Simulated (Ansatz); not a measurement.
One change: `B/C(C)=C/C` becomes `C/C=C(/C)F`.

Ansatz, PBE0-D4/def2-TZVP geometries, multiplicity 1. 

| property | `B/C(C)=C/C` |
| --- | --- |
| HOMO–LUMO gap (PBE/def2-TZVPP) / eV | 3.84 |
| size of the dipole moment (B3LYP/def2-TZVPP) / D | 2.05 |
| HOMO energy (PBE0/def2-TZVPP) / eV | -7.51 |
| LUMO energy (B3LYP/def2-TZVPP) / eV | -1.92 |
| HOMO energy (B3LYP/def2-TZVPP) / eV | -7.30 |
| LUMO energy (ωB97M-V/def2-TZVPP) / eV | 0.26 |

Give the same properties after the change, and the shifts. (Estimate.)

Ansatz gave: 
```json
{"property": "HOMO–LUMO gap (PBE/def2-TZVPP) / eV", "`C/C=C(/C)F`": "5.48", "shift": "1.64"}
{"property": "size of the dipole moment (B3LYP/def2-TZVPP) / D", "`C/C=C(/C)F`": "1.40", "shift": "-0.65"}
{"property": "HOMO energy (PBE0/def2-TZVPP) / eV", "`C/C=C(/C)F`": "-6.86", "shift": "0.65"}
{"property": "LUMO energy (B3LYP/def2-TZVPP) / eV", "`C/C=C(/C)F`": "0.59", "shift": "2.51"}
{"property": "HOMO energy (B3LYP/def2-TZVPP) / eV", "`C/C=C(/C)F`": "-6.66", "shift": "0.64"}
{"property": "LUMO energy (ωB97M-V/def2-TZVPP) / eV", "`C/C=C(/C)F`": "2.82", "shift": "2.56"}
```

With PBE0 the HOMO rises by 0.65 eV and the LUMO rises by 2.57 eV, so the gap widens by about 1.92 eV. PBE moves the HOMO by 0.85 eV and ωB97M-V by 0.59 eV. Dipoles are sizes alone; their direction can turn.

B3LYP here is the variant with VWN-RPA as its local correlation; programs differ in this.
